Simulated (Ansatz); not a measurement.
Reaction (ligand exchange at a B–C bond): `C[B](C)[InH2]` + HCl → `C[B](Cl)[InH2]` + CH₄

Calculated with Ansatz (gas phase, PBE0-D4/def2-TZVP geometries, no zero-point term in ΔE). CCSD(T)/CBS is the MP2 limit (def2-TZVPP, def2-QZVPP) plus CCSD(T) − MP2 in def2-TZVPP, frozen cores. This one scheme is used for every species. DFT in def2-TZVPP. Elements past krypton have def2 core potentials. For In outer-core shells are correlated without core-valence functions, which leaves a few kJ/mol of doubt a bond.

`C[B](C)[InH2]`:

Cartesian coordinates in Å:
```
C -0.151 -1.290 -0.956
B 0.016 0.002 -0.091
C 0.464 1.326 -0.792
In -0.383 -0.044 2.139
H 0.012 -2.243 -0.449
H -1.214 -1.284 -1.251
H 0.422 -1.271 -1.890
H 0.130 2.259 -0.335
H 1.563 1.324 -0.700
H 0.250 1.349 -1.866
H 0.851 -0.287 3.342
H -1.959 0.159 2.848
```

HCl:

```xyz
2

Cl    0.518   -0.164   -0.337
H    -0.518    0.164    0.337
```

`C[B](Cl)[InH2]`:

Z-matrix (Å, degrees):
```
C
B 1 1.555
H 1 1.093 2 114.1
H 1 1.100 2 106.4 3 118.2
H 1 1.093 2 113.0 3 -126.4
Cl 2 1.768 1 117.8 3 -19.3
In 2 2.263 1 127.3 3 163.3
H 7 1.732 2 122.6 1 88.2
H 7 1.732 2 122.3 1 -93.9
```

CH₄:

```xyz
5

C     0.000    0.000    0.000
H     1.055   -0.266    0.051
H    -0.494   -0.615   -0.752
H    -0.097    1.051   -0.270
H    -0.465   -0.170    0.971
```

| level | ΔE (kcal/mol) | difference from CCSD(T)/CBS |
| --- | --- | --- |
| PBE-D4 | -24.9 | -0.2 |
| r2SCAN-D4 | -25.5 | -0.8 |
| ωB97M-V | -24.9 | -0.2 |
| B2PLYP | -25.6 | -0.9 |
| r2SCAN0 | -25.4 | -0.7 |
| LC-ωPBE | -24.4 | 0.3 |
| HF/def2-TZVPP | -25.9 | -1.2 |
| CCSD/def2-TZVPP | -24.2 | 0.5 |
| HF/def2-QZVPP | -25.7 | -1.0 |
| MP2/def2-QZVPP | -25.5 | -0.8 |
| CCSD(T)/CBS | -24.7 | 0 |

Question: What do rigid-rotor, harmonic-oscillator terms from PBE0-D4/def2-TZVP frequencies (298.15 K, 1 bar) make of the CCSD(T)/CBS value? (An estimate is asked.)

Answer: The calculation gave: ΔZPE = +1.9 kcal/mol, ΔH = -22.9 kcal/mol, ΔS = 4 J/(mol·K), ΔG = -23.2 kcal/mol.

Largest T1 diagnostic among the species: 0.014.

At CCSD(T), def2-SVP lies −2.3 kcal/mol from the extrapolated value and def2-TZVPP +0.1 kcal/mol. Leaving LDA and LC-ωPBE aside and taking each functional with its dispersion term where it has one, the values, not all of them listed here, spread over 1.0 kcal/mol, from B2PLYP to revPBE-D4. LDA lies +1.3 kcal/mol from PBE without D4.

CCSD(T)/CBS has its own doubt, a few kJ/mol and more with outer-core shells, so smaller differences from it don't rank the levels.
